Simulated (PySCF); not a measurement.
H₃O, SMILES [OH3+], charge +1. Atoms are numbered in the order given.

```xyz
4

O      0.0000     0.0000     0.0742
H      0.8173     0.4719    -0.1977
H      0.0000    -0.9438    -0.1977
H     -0.8173     0.4719    -0.1977
```
Charge +1, spin multiplicity 1.

Coordinates come from a B3LYP-D3(BJ)/def2-TZVPD optimisation.

These are KT2/pcSseg-2 (PySCF) values and carry that method's errors.

GIAO shieldings, no solvent; atoms alike by connectivity are averaged. δ = σ(ref) − σ: ¹⁷O against H2O (σ = 324.0 ppm); ¹H against TMS (σ = 31.47 ppm), references at their B3LYP-D3(BJ)/def2-TZVP geometries, non-relativistic.

Computed chemical shifts:
| nucleus | atoms | count | δ (ppm) |
|---|---|---|---|
| ¹⁷O | O1 | 1 | 23.6 |
| ¹H | H2, H3, H4 | 3 | 7.50 |
